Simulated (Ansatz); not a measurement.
Results of the Gaussian-basis code of Ansatz.

A structure relaxed at PBE0-D4/def2-TZVP, charge 0, multiplicity 1:

Cartesian coordinates in Å:
```
B -1.6361 0.5898 -1.7834
N -1.1628 -0.3972 -0.9104
Al 0.1977 -0.1989 0.2741
C 0.6542 -1.7417 1.3773
C 1.1049 1.5201 0.3617
H -2.5456 0.3658 -2.5358
H -1.1171 1.6740 -1.7718
H -1.6394 -1.2879 -0.9651
H 0.6370 -1.4839 2.4415
H 1.6725 -2.0849 1.1633
H -0.0163 -2.5924 1.2310
H 0.4128 2.3168 0.6519
H 1.9287 1.5150 1.0799
H 1.5095 1.8053 -0.6141
```

Question: Give its formula and SMILES.

Answer: C2H9AlBN, `B[NH][Al]([CH3])[CH3]`.

Question: Point group (tolerance 0.08 Å, 0.16 Å for H)?

Answer: Cs.

Question: Summarise the bond lengths by kind.

Answer: 1 × B–N 1.400 Å; 2 × B–H 1.201 to 1.202 Å; 1 × Al–N 1.815 Å; 1 × H–N 1.012 Å; 2 × Al–C 1.946 to 1.951 Å; 6 × C–H 1.093 to 1.096 Å.
